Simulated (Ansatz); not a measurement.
Calculated with Ansatz (gas phase, PBE0-D4/def2-TZVP geometries, no zero-point term in ΔE). CCSD(T)/CBS adds triple-zeta CCSD(T) − MP2 to the extrapolated MP2 energy (def2 sets, frozen cores). DFT in def2-TZVPP. def2 core potentials past Kr. For Br, Sn outer-core shells are correlated without core-valence functions, which leaves a few kJ/mol of doubt a bond. Scalar relativity is left out up to krypton. Each species was taken in one conformer, which may not be the lowest.

Consider the redistribution: `C[O][Al]([F])[Br]` + `[OH][Sn][Br]` → `C[O][Al]([OH])[Br]` + `[F][Sn][Br]`.

| species | LDA (SPW92) energy (Eh) |
| --- | --- |
| `C[O][Al]([F])[Br]` | -3025.70293 |
| `[OH][Sn][Br]` | -2859.97877 |
| `C[O][Al]([OH])[Br]` | -3001.75076 |
| `[F][Sn][Br]` | -2883.93054 |

Problem. Work out ΔE.

Solution. ΔE = (-3001.75076) + (-2883.93054) − (-3025.70293) − (-2859.97877) = 0.00040 Eh = +1.1 kJ/mol. CCSD(T)/CBS gives +6.7 kJ/mol.

Largest T1 diagnostic among the species: 0.015.

Leaving LDA and LC-ωPBE aside and taking each functional with its dispersion term where it has one, the values, not all of them listed here, spread over 5.8 kJ/mol, from CAM-B3LYP-D4 to PBE-QIDH. In def2-TZVPP, CCSD(T) changes the Hartree–Fock value by +7.9 kJ/mol (the triples alone add +1.1 kJ/mol) and MP2 by +9.4 kJ/mol.
